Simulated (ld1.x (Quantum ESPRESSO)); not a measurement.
## phosphorus, PAW: configuration errors across variants

P (Z = 15), PAW, made with ld1.x (Quantum ESPRESSO) 7.5 (revPBE, scalar-relativistic). Core [Ne], reference 3s2 3p3. Waves: 3s (bound): rcut 1.15, rcutus 1.40 bohr; 3s channel at -0.25 Ry: rcut 1.15, rcutus 1.40 bohr; 3p (bound): rcut 1.70, rcutus 2.05 bohr; 3p channel at 0.35 Ry: rcut 1.70, rcutus 2.05 bohr; 3d channel at 0.45 Ry: rcut 1.45, rcutus 1.60 bohr; 3d channel at 2.2 Ry: rcut 1.45, rcutus 1.60 bohr. Local part: all-electron potential smoothed inside 1.70 bohr (lloc = -1). Core correction: Bessel-smoothed model core inside 1.35 bohr. Augmentation charge: PSQ, inside the norm-conserving radii.

All-electron excitation energies from the reference (eV): (1) 3s2 3p2 9.707; (2) 3s2 3p1 28.832; (3) 3s2 3p0 58.533; (4) 3s1 3p3 18.825; (5) 3s2 3p3.3 -1.299; (6) 3s1 3p0 110.427; (7) 3s2 3p2.5 3.763.

2 further variants failed, have other tests or another functional or relativity, and are left out.

A true bound ghost makes a file unfit for plane-wave use even where its test errors are small: the radial tests pick states by their node count and pass the ghost by.

Errors AE − PS in meV (a dash: test not solved or not reliable):

```csv
change,(1),(2),(3),(4),(5),(6),(7),bound ghosts
base,-1.2,-8.5,-37,-2.0,+0.1,-129,-0.3,none
local potential all-electron potential smoothed inside 1.06 bohr (lloc = -1),-1.2,-8.6,-39,-2.0,+0.1,-129,-0.4,s
"waves 3s (bound): rcut 1.15, rcutus 2.16 bohr; 3s channel at -0.25 Ry: rcut 1.15, rcutus 2.16 bohr",-1.2,-7.8,-31,-1.1,+0.1,-91,-0.3,none
core correction Bessel-smoothed model core inside 1.34 bohr,-1.2,-8.5,-37,-2.0,+0.1,-129,-0.3,none
"waves 3d channel at 0.45 Ry: rcut 1.45, rcutus 1.70 bohr; 3d channel at 2.2 Ry: rcut 1.45, rcutus 1.70 bohr",-1.2,-8.5,-37,-2.0,+0.1,-129,-0.3,none
```

Task: Give the same row for: all radii but the core radius scaled by about 1.40 (s 1.96, p 2.86, d 2.24 bohr, rcut 1.60/2.38/2.02); local potential all-electron potential smoothed inside 2.38 bohr (lloc = -1).

Result: -0.9, -7.6, -36, +0.1, +0.1, -117, -0.3; bound ghosts: none.
